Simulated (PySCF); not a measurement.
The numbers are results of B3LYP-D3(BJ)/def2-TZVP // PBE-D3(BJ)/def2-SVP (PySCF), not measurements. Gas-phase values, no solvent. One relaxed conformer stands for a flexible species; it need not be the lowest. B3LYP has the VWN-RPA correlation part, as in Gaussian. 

Reference species: [Zn(OH)2] (neutral, multiplicity 1).

```json
{
  "coordination_number": "2",
  "LUMO": "-1.53 eV",
  "HOMO–LUMO gap": "6.64 eV"
}
```

Changed species: [Zn(H)2] (2 of 2 OH replaced by H; the reference has 0 of 2 OH replaced by H).

Task: Predict the effect on the coordination number, LUMO and HOMO–LUMO gap.

Result: the coordination number is nearly the same; the LUMO goes up by 0.57 eV, to -0.96 eV; the HOMO–LUMO gap goes up by 0.24 eV, to 6.88 eV.
